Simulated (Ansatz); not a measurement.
Basis-set extrapolation for CH₆Cl₂O₂Si₂ (`O[SiH](O)C[SiH](Cl)Cl`) (PBE0-D4/def2-TZVP geometry, frozen core, Ansatz). Multiplicity 1, RHF reference.

```json
{"": "HF", "def2-TZVPP": "-1688.332144", "def2-QZVPP": "-1688.385285"}
{"": "MP2 correlation", "def2-TZVPP": "-1.269085", "def2-QZVPP": "-1.379045"}
{"": "CCSD(T) correlation", "def2-TZVPP": "-1.383580", "def2-QZVPP": "not run"}
```

Energies in hartree. Use E(X) = E(∞) + A·exp(−7.88·√X) for Hartree–Fock and E(X) = E(∞) + B·X^(−2.97) for correlation, with X = 3 and 4, and add CCSD(T) minus MP2 of the smaller set to the MP2 limit.

Q: What is the CCSD(T) energy at the basis-set limit?

A: HF limit: -1688.385285 + (-0.053141) × 0.13774 = -1688.39260. MP2 limit: -1.379045 + (-0.109960) × 0.74074 = -1.46050. Higher-order term: -1.383580 − (-1.269085) = -0.11450. Total: -1689.96760 hartree, 158.1 kcal/mol below CCSD(T)/def2-TZVPP.
